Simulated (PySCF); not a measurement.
A mixed set of molecules.

All values: wB97X-D/def2-SVPD (PySCF) at PBE0-D3(BJ)/def2-SVP geometries, gas phase, one conformer each. Core orbitals are frozen in the response; Δα² is half the sum of the squared differences of the principal polarisabilities.

(1) Rank by vertical ionisation energy (ΔSCF), lowest first.
A. `OB(O)C1CCCCC1`
B. `CC(C)=C(C)CB(O)O`
C. `C[O+](C)[B@H-](C#N)C1CC1`
D. `C/C=C/N(C=O)B(C)C`
E. `C[NH2+][B@H-](C)c1ccco1`

(2) Rank by polarisability anisotropy Δα, lowest first.
A. `[CH3:1]/[CH:2]=[CH:3]/[N:4]([CH:5]=[O:6])[B:7]([CH3:8])[CH3:9]` with C2–C3–N4–C5 44°, C3–N4–C5–O6 -170°
B. `[CH3:1][C:2]#[C:3][CH2:4][B:5]([NH2:6])[O:7][CH2:8][CH3:9]` with C3–C4–B5–N6 0°, C4–B5–O7–C8 -178°, B5–O7–C8–C9 82°
C. `[OH:1][B:2]([OH:3])[CH:4]1[CH2:5][CH2:6][CH2:7][CH2:8][CH2:9]1` with H–O1–B2–O3 0°, O1–B2–O3–H 0°, O1–B2–C4–C5 55°, B2–C4–C5–C6 -178°, C4–C5–C6–C7 55°, C5–C6–C7–C8 -55°, C6–C7–C8–C9 55°
D. `[CH3:1][NH2+:2][B@H-:3]([CH3:4])[c:5]1[cH:6][cH:7][cH:8][o:9]1` with C1–N2–B3–C4 -170°, N2–B3–C5–C6 -130°
E. `[CH3:1][O:2][B:3]([CH:4]=[C:5]([CH3:6])[CH3:7])[O:8][CH3:9]` with C1–O2–B3–C4 180°, O2–B3–C4–C5 -8°, O2–B3–O8–C9 178°
F. `[CH3:1][C:2]([CH3:3])=[C:4]([CH3:5])[CH2:6][B:7]([OH:8])[OH:9]` with C2–C4–C6–B7 87°, C4–C6–B7–O8 66°, C6–B7–O8–H -177°, C6–B7–O9–H -3°

(3) Rank by HOMO energy, lowest first.
A. `C/C=C/N(C=O)B(C)C`
B. `CC(C)=C(C)CB(O)O`
C. `C[NH2+][B@H-](C)c1ccco1`
D. `CC#CCB(N)OCC`
E. `C1CCCC(B(O)O)C1`
F. `C[O+](C)[B@H-](C#N)C1CC1`

Results:

(1) E (7.79 eV), B (8.01 eV), D (9.02 eV), A (9.78 eV), C (9.96 eV).

(2) C (2.90 Å³), D (3.86 Å³), F (4.32 Å³), E (6.63 Å³), A (7.02 Å³), B (7.57 Å³).

(3) F (-9.83 eV), E (-9.67 eV), A (-8.94 eV), D (-8.72 eV), B (-7.96 eV), C (-7.68 eV).

All values together:

```json
{"SMILES": "C[NH2+][B@H-](C)c1ccco1", "formula": "C6H12BNO", "μ (D)": "4.58", "HOMO (eV)": "-7.68", "LUMO (eV)": "1.69", "α (Å³)": "14.59", "Δα (Å³)": "3.86", "electrons": "68", "α per electron (Å³)": "0.215", "ΔSCF removal energy (eV)": "7.79"}
{"SMILES": "COB(C=C(C)C)OC", "formula": "C6H13BO2", "μ (D)": "0.89", "HOMO (eV)": "-8.83", "LUMO (eV)": "1.28", "α (Å³)": "14.65", "Δα (Å³)": "6.63", "electrons": "70", "α per electron (Å³)": "0.209", "ΔSCF removal energy (eV)": "8.92"}
{"SMILES": "CC#CCB(N)OCC", "formula": "C6H12BNO", "μ (D)": "2.20", "HOMO (eV)": "-8.72", "LUMO (eV)": "1.81", "α (Å³)": "14.63", "Δα (Å³)": "7.57", "electrons": "68", "α per electron (Å³)": "0.215", "ΔSCF removal energy (eV)": "8.98"}
{"SMILES": "C/C=C/N(C=O)B(C)C", "formula": "C6H12BNO", "μ (D)": "3.53", "HOMO (eV)": "-8.94", "LUMO (eV)": "1.07", "α (Å³)": "14.83", "Δα (Å³)": "7.02", "electrons": "68", "α per electron (Å³)": "0.218", "ΔSCF removal energy (eV)": "9.02"}
{"SMILES": "C[O+](C)[B@H-](C#N)C1CC1", "formula": "C6H12BNO", "μ (D)": "7.01", "HOMO (eV)": "-9.83", "LUMO (eV)": "1.75", "α (Å³)": "13.77", "Δα (Å³)": "3.24", "electrons": "68", "α per electron (Å³)": "0.202", "ΔSCF removal energy (eV)": "9.96"}
{"SMILES": "OB(O)C1CCCCC1", "formula": "C6H13BO2", "μ (D)": "2.37", "HOMO (eV)": "-9.67", "LUMO (eV)": "1.20", "α (Å³)": "13.30", "Δα (Å³)": "2.90", "electrons": "70", "α per electron (Å³)": "0.190", "ΔSCF removal energy (eV)": "9.78"}
{"SMILES": "CC(C)=C(C)CB(O)O", "formula": "C6H13BO2", "μ (D)": "1.24", "HOMO (eV)": "-7.96", "LUMO (eV)": "1.54", "α (Å³)": "14.14", "Δα (Å³)": "4.32", "electrons": "70", "α per electron (Å³)": "0.202", "ΔSCF removal energy (eV)": "8.01"}
```

Conformers: `[CH3:1][NH2+:2][B@H-:3]([CH3:4])[c:5]1[cH:6][cH:7][cH:8][o:9]1` with C1–N2–B3–C4 -170°, N2–B3–C5–C6 -130°; `[CH3:1][O:2][B:3]([CH:4]=[C:5]([CH3:6])[CH3:7])[O:8][CH3:9]` with C1–O2–B3–C4 180°, O2–B3–C4–C5 -8°, O2–B3–O8–C9 178°; `[CH3:1][C:2]#[C:3][CH2:4][B:5]([NH2:6])[O:7][CH2:8][CH3:9]` with C3–C4–B5–N6 0°, C4–B5–O7–C8 -178°, B5–O7–C8–C9 82°; `[CH3:1]/[CH:2]=[CH:3]/[N:4]([CH:5]=[O:6])[B:7]([CH3:8])[CH3:9]` with C2–C3–N4–C5 44°, C3–N4–C5–O6 -170°; `[CH3:1][O+:2]([CH3:3])[B@H-:4]([C:5]#[N:6])[CH:7]1[CH2:8][CH2:9]1` with C1–O2–B4–C5 55°, O2–B4–C7–C8 -154°; `[OH:1][B:2]([OH:3])[CH:4]1[CH2:5][CH2:6][CH2:7][CH2:8][CH2:9]1` with H–O1–B2–O3 0°, O1–B2–O3–H 0°, O1–B2–C4–C5 55°, B2–C4–C5–C6 -178°, C4–C5–C6–C7 55°, C5–C6–C7–C8 -55°, C6–C7–C8–C9 55°; `[CH3:1][C:2]([CH3:3])=[C:4]([CH3:5])[CH2:6][B:7]([OH:8])[OH:9]` with C2–C4–C6–B7 87°, C4–C6–B7–O8 66°, C6–B7–O8–H -177°, C6–B7–O9–H -3°.

**Question.** By how much does the ΔSCF value exceed −ε(HOMO) over the species that have both?

**Answer.** By 0.04 to 0.26 eV, 0.12 eV on average, over 7 species.
